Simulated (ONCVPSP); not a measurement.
## Building the ONCV potential for indium (PBEsol, scalar-relativistic).

ONCVPSP 4.0.1 input, shortened (lines: element, Z, core and valence counts, functional; n l f; lmax; l rc ep ncon nbas qcut; lloc lpopt rc5 dvloc0; l nproj debl; icmod fcfact rcfact), PBEsol, scalar-relativistic:

```
  In 49.00    9    2  -116133      upf
    1    0    2.00
    2    0    2.00
    2    1    6.00
    3    0    2.00
    3    1    6.00
    3    2   10.00
    4    0    2.00
    4    1    6.00
    4    2   10.00
    5    0    2.00
    5    1    1.00
    1
    0    2.20    0.00    4    6    2.60
    1    2.20    0.00    4    7    4.10
    0    5    2.20    0.00
    0    0    1.40
    1    3    1.10
    1    0.70    0.00
```

All-electron outer shells of the reference configuration (PBEsol, scalar-relativistic, ld1.x):

```tsv
shell	level (eV)	outermost node (bohr)	outermost maximum (bohr)
4p	-78.02	0.42	0.82
4d	-18.59	0.40	0.94
5s	-8.25	1.02	2.16
5p	-2.52	1.14	2.85
```

(1) Estimate the cutoffs (Ha) at which the residual kinetic energy of the hardest occupied pseudo-wave falls to 1 and 0.1 mHa per electron.

(2) What does a ghost test show?

(3) Which valence shell sets the plane-wave cutoff?

(4) Tests: 5s2 5p0; 5s1 5p0; 5s2 5p0.5; 5s0 5p3. Which has the largest error in its energy relative to the reference configuration, and how large is it?

## Answers

(1) 11 Ha and 15 Ha. The cutoffs count occupied waves only; projector 3 of the p channel, the hardest unoccupied one, needs 36 Ha at the loose tolerance.

(2) Ghosts flagged at negative energy: p at -60.2 eV; no localised positive-energy state flagged. A true bound ghost makes a file unfit for plane-wave use.

(3) 5s: 11 Ha for 1 mHa per electron, against 4 Ha for 5p.

(4) 5s1 5p0, with -229 meV (all-electron minus pseudo) on +24.64 eV.
